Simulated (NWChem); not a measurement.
## Spin states of As (-1)

SMILES: [As-]
```xyz
1

As     0.0000     0.0000     0.0000
```
Charge -1, spin multiplicity 3.

The numbers come from NWChem runs, not from measurements.

Basis set: def2-TZVPD. The gap is E(triplet) − E(singlet), so a negative value puts the higher spin lower. Open shells are unrestricted, coupled cluster uses restricted open-shell references, and the singlet is the closed-shell solution. The triplet is the single determinant that the SCF runs reached, with unpaired electrons in orbitals of symmetry b2u and b3u (D2h labels); it need not be the lowest triplet, which in molecules with degenerate π orbitals can need several determinants. Where the lowest singlet needs several determinants, the single determinant used here isn't a pure state and places it wrongly.

Costs are rough ratios of processor time within this set of runs, SCF included, with B3LYP as 1.

The Hamiltonian is non-relativistic. The correlated methods keep 9 core orbitals frozen. B3LYP has NWChem's definition, with VWN1-RPA local correlation. GW and range-separated runs recompute their integrals, the others keep them in memory, which bears on the times. No SCF solution was tested for a lower state. Open-shell Hartree-Fock references start from PBE0 orbitals; any time given for them includes that run. No row is a measurement; the coupled-cluster row has its own basis-set and correlation limits.

| method | vertical singlet-triplet gap (kcal/mol) | relative cost | remark |
|---|---|---|---|
| B3LYP | -27.6 | 1 | - |
| HF | -40.8 | under 3 | - |
| B2PLYP | (withheld) | under 3 | - |
| LC-wPBE (omega 0.3 per bohr) | (withheld) | under 3 | - |
| MP2 | (withheld) | under 3 | - |
| CCSD(T) | (withheld) | 10 | large amplitudes |
| CR-CCSD(T) | -25.1 | 20 | large amplitudes |

**Question.** Fill in the missing entries.

**Answer.** 
- B2PLYP, vertical singlet-triplet gap (kcal/mol): -28.5
- LC-wPBE (omega 0.3 per bohr), vertical singlet-triplet gap (kcal/mol): -31.3
- MP2, vertical singlet-triplet gap (kcal/mol): -31.9
- CCSD(T), vertical singlet-triplet gap (kcal/mol): -24.3
